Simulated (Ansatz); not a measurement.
Consider the ligand exchange at the In–C bond: `C=C[CH2][InH2]` + CH₃SH → `C[S][InH2]` + `C=CC`.

Calculated with Ansatz (gas phase, PBE0-D4/def2-TZVP geometries, no zero-point term in ΔE). CCSD(T)/CBS is the MP2 limit (def2-TZVPP, def2-QZVPP) plus CCSD(T) − MP2 in def2-TZVPP, frozen cores. This one scheme is used for every species. DFT in def2-TZVPP. B3LYP here is the variant with VWN-RPA as its local correlation; programs differ in this. HSE06 is defined as in plane-wave codes. Elements past krypton have def2 core potentials. For In outer-core shells are correlated without core-valence functions, which leaves a few kJ/mol of doubt a bond. Each species was taken in one conformer, which may not be the lowest.

`C=C[CH2][InH2]`:

Z-matrix (Å, degrees):
```
C
C 1 1.465
In 1 2.544 2 59.8
C 1 1.350 2 126.1 3 71.3
H 1 1.089 2 116.1 3 -99.6
H 2 1.088 1 115.2 3 -107.7
H 2 1.085 1 115.0 3 118.8
H 3 1.715 1 104.3 2 -119.8
H 3 1.716 1 114.2 2 95.7
H 4 1.086 1 121.6 2 10.3
H 4 1.082 1 121.1 2 -174.2
```

CH₃SH:

Cartesian coordinates in Å:
```
C 0.390 -0.180 -0.237
S -0.670 1.127 0.416
H 0.790 -0.807 0.559
H 1.221 0.322 -0.734
H -0.134 -0.791 -0.971
H -1.597 0.329 0.967
```

`C[S][InH2]`:

Z-matrix (Å, degrees):
```
C
S 1 1.820
H 1 1.090 2 112.0
H 1 1.090 2 108.9 3 120.6
H 1 1.090 2 108.9 3 -120.6
In 2 2.375 1 103.3 3 -0.6
H 6 1.718 2 113.6 1 0.1
H 6 1.710 2 116.4 1 -180.0
```

`C=CC`:

```xyz
9

C    -0.644    1.222   -0.107
C     0.196    0.252   -0.441
C     0.370   -1.025    0.307
H    -1.282    1.142    0.767
H    -0.724    2.130   -0.694
H     0.816    0.378   -1.326
H     0.153   -1.887   -0.332
H     1.403   -1.142    0.648
H    -0.287   -1.070    1.178
```

```
             level  ΔE (kJ/mol)
          HSE06-D4       -108.7
              BLYP       -116.0
             B3LYP       -116.7
  CCSD(T)/def2-SVP       -114.9
     HF/def2-TZVPP       -133.0
   CCSD/def2-TZVPP       -108.0
CCSD(T)/def2-TZVPP       -104.0
     HF/def2-QZVPP       -132.6
```

(1) What does CCSD(T)/CBS give? (An estimate is asked.)

(2) What do rigid-rotor, harmonic-oscillator terms from PBE0-D4/def2-TZVP frequencies (298.15 K, 1 bar) make of the CCSD(T)/CBS value? (An estimate is asked.)

Largest T1 diagnostic among the species: 0.014.

## Answers

(1) Ansatz gave: -103.6 kJ/mol. The listed levels differ from it by -5.1, -12.4, -13.1, -11.3, -29.4, -4.4, -0.4, -29.0 kJ/mol.

(2) Ansatz gave: ΔZPE = +7.5 kJ/mol, ΔH = -95.5 kJ/mol, ΔS = 14 J/(mol·K), ΔG = -99.5 kJ/mol. Modes under 50 cm⁻¹ make the entropy rough.

The D4 term adds +3.4 kJ/mol with B3LYP and +1.7 kJ/mol with PBE0; it sums over pairs of atoms, weighted by their polarisabilities, and B3LYP, whose exchange is more repulsive, gets the larger term. From BLYP to BHLYP (50 % exact exchange), in def2-TZVPP and without D4, ΔE moves by −4.6 kJ/mol.
